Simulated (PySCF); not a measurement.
# Correlation energy of P⁻ (phosphorus, charge -1)

[Ne] 3s2 3p4, high-spin 3P determinant. Calculation: PySCF 2.14, in def2-QZVPPD (10s6p5d2f1g, 76 functions); no relativity, point nucleus. Frozen: 1s2; 14 electrons correlated.

```
  level  correlation energy (mhartree)
   CCSD                        -323.92
    (T)                          -8.76
CCSD(T)                        -332.68
```

Diagnostics: T1 = 0.0093, D1 = 0.0397, largest double amplitude 0.052.

Cost of the coupled-cluster step: about 24 core-seconds, for 14 correlated electrons.

This basis was not built for core-valence correlation, so the inner-shell part is incomplete.
